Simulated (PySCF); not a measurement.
hexa-1,5-diene (C₆H₁₀), SMILES C(C=C)CC=C. Geometry optimised at B3LYP-D3(BJ)/def2-SVP. Other conformers were not sampled.

Task: Give the equilibrium geometry at B3LYP-D3(BJ)/def2-SVP (PySCF confirms it by a frequency run) as a Z-matrix. (The exact figures need the calculation; the answer reports its results.)

Result: This is not unique; one that fits is 
```
C
H 1 1.1020
H 1 1.1056 2 106.17
C 1 1.5039 2 109.06 3 118.24
C 4 1.3357 1 124.80 2 0.89
H 5 1.0936 4 121.62 1 179.43
H 5 1.0956 6 116.88 4 -179.83
H 4 1.0962 5 118.88 6 0.66
C 1 1.5369 2 108.95 3 -117.10
H 9 1.1054 1 109.09 2 -69.30
H 9 1.1066 10 104.85 1 -116.61
C 9 1.5060 10 108.69 11 -114.89
C 12 1.3361 9 127.43 10 -132.71
H 13 1.0931 12 121.02 9 -178.57
H 13 1.0934 14 116.45 12 -179.85
H 12 1.0977 13 118.07 14 0.07
```
